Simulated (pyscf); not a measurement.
O=AsH + AsH₃ → H₂As–O–AsH₂, an addition across a multiple bond or ene-type step (singlet surface; As–H broken, As–O, As–H formed). Single points on ωB97X-D3(BJ)/def2-SVP structures (PySCF, gas phase). Correlated levels are frozen-core, on RHF or UHF. ΔMP2 is the change of the MP2 total energy from the triple- to the quadruple-zeta basis. Energies in kJ/mol from the separated reactants.

Small-basis levels: PySCF, no dispersion term, spherical d functions. AM1 to PM7: differences of heats of formation from MOPAC, which are fitted to 298 K values and so differ in kind from electronic energies by zero-point and thermal terms. GFN2-xTB: tblite. Cost: rough CPU time at the saddle relative to B3LYP/6-31G*+LANL2DZ, from one job on a shared machine.

| level | barrier | reaction energy | cost |
|---|---|---|---|
| HF/3-21G | 185.9 | -222.2 | 0.2 |
| HF/6-31G*+LANL2DZ | 199.2 | -169.3 | 0.1 |
| SVWN5/6-31G*+LANL2DZ | 89.0 | -163.5 | 0.7 |
| B3LYP/3-21G | 155.1 | -159.3 | 2 |
| B3LYP/6-311+G**+LANL2DZ | 151.6 | -123.0 | 1 |
| PBE/def2-SVP | 92.8 | -125.5 | 4 |
| GFN2-xTB | 69.7 | -132.6 | under 0.02 |
| PM6 | 67.0 | -196.7 | under 0.02 |
| PM7 | 59.8 | -121.7 | under 0.02 |
| CCSD(T)/def2-TZVPP + ΔMP2(QZVPP) | 111.0 | -132.6 | – |

Against the last row the barrier runs from -51.2 (PM7) to +88.2 kJ/mol (HF/6-31G*+LANL2DZ). CCSD(T)/def2-TZVPP + ΔMP2(QZVPP) has limits of its own. On the product side the descent ends in a point that may be a rotor saddle (no frequency run), 5.4 kJ/mol over the lowest minimum found and 239.6 kJ/mol under the saddle at ωB97X-D3(BJ)/def2-TZVP. At the saddle there is also a short As–As contact that neither side keeps. At ωB97X-D3(BJ)/def2-TZVP the barrier from the zero used here is 83.5 kJ/mol. O=AsH lies 31.2 kJ/mol over its isomer HO–As: [triplet] (electronic energy, ωB97M-D3(BJ)/def2-TZVP). H₂As–O–AsH₂ lies 49.2 kJ/mol over its isomer HO–AsH–AsH₂ (electronic energy, ωB97M-D3(BJ)/def2-TZVP). One saddle was located; it need not be the lowest between these sides. The CCSD(T) − MP2 part came from Ansatz, without density fitting, on the same reference. The frozen core leaves the outer d or s,p core shells of the metals and heavy elements correlated in the MP2 and CC values, and def2-TZVPP describes them poorly, which can shift differences by a few kcal/mol. In the def2 sets elements up to Kr have no core potential.
